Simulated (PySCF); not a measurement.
Two species compared at the same levels of theory.

First species: C₃H₆N₂O₂Si.
Z-matrix (Å and degrees, GFN2-xTB geometry), rows numbered from 1:
```
C 
Si  1  1.8932
O   2  1.6783  1  109.91
C   3  1.2860  2  123.99  1   -61.75
N   4  1.3026  3  127.95  2    -0.64
C   5  1.3558  4  102.18  3  -179.72
N   6  1.2942  5  114.04  4    -0.12
O   4  1.3364  3  119.09  2   179.52
H   1  1.0879  2  110.59  3    63.21
H   1  1.0884  2  111.31  3   -56.35
H   1  1.0854  2  111.65  3  -176.65
H   2  1.4571  1  115.20  3   106.46
H   2  1.4605  1  112.33  3  -119.95
H   6  1.0699  5  123.14  4   179.94
```

Second species: C3H6N2O2Si.
SMILES: `N#C[Si@@H](N)CC(=O)O`

Levels: wB97X-D/def2-SVPD for dipole moment, HOMO energy, LUMO energy, HOMO–LUMO gap, static isotropic polarisability and electronic spatial extent ⟨r²⟩ about the centre of nuclear charge; TDDFT wB97X-D/def2-SVPD for lowest singlet excitation; TDA wB97X-D/def2-SVPD for lowest triplet excitation (Tamm–Dancoff); GFN2-xTB for rotational constant A and rotational constant C. Geometries: GFN2-xTB. All species are isolated and taken at one optimised geometry, non-relativistic unless stated; the electronic structure was computed with PySCF and density fitting.

The conformers computed, where there is a choice (atom-mapped SMILES and torsion angles):
- `[CH3:1][SiH2:2][O:3][c:4]1[n:5][cH:6][n:7][o:8]1`: C1–Si2–O3–C4 -62°, Si2–O3–C4–N5 -1°
- `[N:1]#[C:2][Si@@H:3]([NH2:4])[CH2:5][C:6](=[O:7])[OH:8]`: C2–Si3–C5–C6 52°, Si3–C5–C6–O7 82°, H–N4–Si3–C2 164°, H–N4–Si3–C2 -53°, H–O8–C6–C5 176°

Q: Which of the two has the higher ⟨r²⟩, and by how much?

A: The second: 1229 bohr² against 1214 bohr², a difference of 15 bohr².

Q: Which has the higher LUMO energy?

A: The first: 1.44 eV against 0.94 eV, a difference of 0.50 eV.

Q: Which has the higher rotational constant A?

A: The first: 4.577 GHz against 2.290 GHz, a difference of 2.287 GHz.

Q: Which of the two has the higher HOMO energy, and by how much?

A: The first: -9.73 eV against -10.15 eV, a difference of 0.42 eV.

Q: Which has the higher HOMO–LUMO gap?

A: The first: 11.17 eV against 11.09 eV, a difference of 0.08 eV.

Q: Which has the higher T1 energy?

A: The second: 5.42 eV against 4.75 eV, a difference of 0.67 eV.

Q: Which of the two has the higher dipole moment, and by how much?

A: The second: 4.34 D against 3.36 D, a difference of 0.98 D.

Q: Which of the two has the higher S1 energy, and by how much?

A: The first: 6.62 eV against 5.87 eV, a difference of 0.75 eV.

On the first: No computed singlet falls in the visible range (750 to 380 nm, 1.65 to 3.26 eV); S1 lies 3.36 eV above its blue end. The dipole equals about 11.2 × 10⁻³⁰ C·m (1 D = 3.33564 × 10⁻³⁰ C·m).

On the second: No computed singlet falls in the visible range (750 to 380 nm, 1.65 to 3.26 eV); S1 lies 2.61 eV above its blue end. The dipole equals about 14.5 × 10⁻³⁰ C·m (1 D = 3.33564 × 10⁻³⁰ C·m).
